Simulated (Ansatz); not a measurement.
C₂H₁₀N₂Si₂, SMILES N[Si@@H]1C[SiH2]CN1.

Coordinates come from a PBE0-D3(BJ)/def2-SVP optimisation. The structure was generated by enumeration; whether it is a known compound was not checked. The values are those of a single conformer.

Two levels are set side by side: PBE/def2-SVPD (Ansatz, a first-principles code) and CAM-B3LYP/def2-SVPD (Ansatz). Energy differences of separate SCF runs at the same geometry; the states with an electron removed or added have multiplicity 2 and 2. Differences are taken from unrounded values.

```tsv
quantity	CAM-B3LYP
vertical ionisation energy (eV)	8.67
vertical singlet–triplet gap (eV)	5.91
```

Task: What does PBE give, and how far is it from CAM-B3LYP? (An estimate is asked for; the answer gives what the named calculation found.)

Result: 
| quantity | PBE | PBE minus CAM-B3LYP |
|---|---|---|
| vertical ionisation energy (eV) | 8.15 | -0.52 |
| vertical singlet–triplet gap (eV) | 5.27 | -0.64 |
